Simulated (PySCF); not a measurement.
# What a mistake does to a calculation on AlBH3N2 cation

These are calculations, not measurements. They come from PySCF 2.14.0, an open-source quantum chemistry program, on an isolated molecule that a program drew, which may never have been made. The molecule is AlBH3N2 cation (charge +1, singlet), drawn as the SMILES string `[BH+][N]=[Al][NH2]`.

Each row is a Hartree-Fock (HF) and frozen-core CCSD(T) single point in the cc-pV(D+d)Z basis, meant for a local HF minimum. Run 1 is clean. Each other run has one planted mistake out of seven kinds, and not every kind appears here: one electron removed, one electron added, multiplicity raised by two, geometry at a saddle point, minimal basis STO-3G, one bond length entered in bohr, all coordinates scaled. The reference is restricted for singlets and unrestricted otherwise, and also for a bond in bohr. Adding or removing an electron swaps singlet and doublet. Electrons count all cores. HOMO and LUMO are orbital energies over both spins, the gradient is its largest component, and the lowest frequency (negative if imaginary) is given only where the gradient is small. Bond lengths are over the 6 bonds as drawn. T1 is the CCSD diagnostic: over 0.02 (restricted) or 0.045 (unrestricted) a single reference is doubtful.

Geometry of the clean run:
```xyz
7
AlBH3N2 cation, angstrom
B    -0.2968    2.0481   -0.5033
N     0.5817    2.0840    0.4074
Al    1.7493    2.1317    1.6171
N     2.9358    2.1798    2.8465
H    -1.1084    2.0151   -1.3445
H     3.4466    3.0007    3.1255
H     3.2278    1.3914    3.3996
```

| run | electrons | basis functions | <S^2> | HOMO (eV) | LUMO (eV) | gradient (hartree/bohr) | lowest frequency (cm^-1) | mean bond (Å) | longest bond (Å) | T1 | HF (hartree) | CCSD(T) (hartree) | mistake |
|---|---|---|---|---|---|---|---|---|---|---|---|---|---|
| 1 | 34 | 80 | 0.000 | -16.67 | -3.58 | 1.5e-05 | 113 | 1.3065 | 1.709 | 0.0161 | -377.09696 | -377.57667 | no fault |
| 2 | 35 | 80 | 0.761 | -4.80 | 1.54 | 5.5e-02 | - | 1.3065 | 1.709 | 0.0181 | -377.25003 | -377.75268 | one electron added |
| 3 | 34 | 80 | 2.015 | -11.20 | -6.16 | 8.2e-02 | - | 1.3065 | 1.709 | 0.0182 | -376.95458 | -377.40757 | multiplicity raised by two |
| 4 | 34 | 80 | 0.689 | -16.22 | -4.77 | 2.7e-02 | - | 1.4558 | 1.902 | 0.0701 | -376.94438 | -377.42633 | one bond length entered in bohr |
| 5 | 34 | 27 | 0.000 | -14.41 | 1.33 | 4.4e-02 | - | 1.3065 | 1.709 | 0.0249 | -372.53555 | -372.75357 | ? |

**Which mistake was planted in run 5, and what did it cost?**

It has 27 basis functions where the clean run has 80, with the same electrons and geometry. So the mistake is: minimal basis STO-3G. Subtracting run 1 and multiplying by 627.51 kcal/mol a hartree, the energy moved by 2862.3 kcal/mol in HF and 3026.5 kcal/mol in CCSD(T).

Cautions from the logs. Run 4: T1 is over the limit, so its CCSD(T) energy is less reliable; run 5: T1 is over the limit, so its CCSD(T) energy is less reliable.
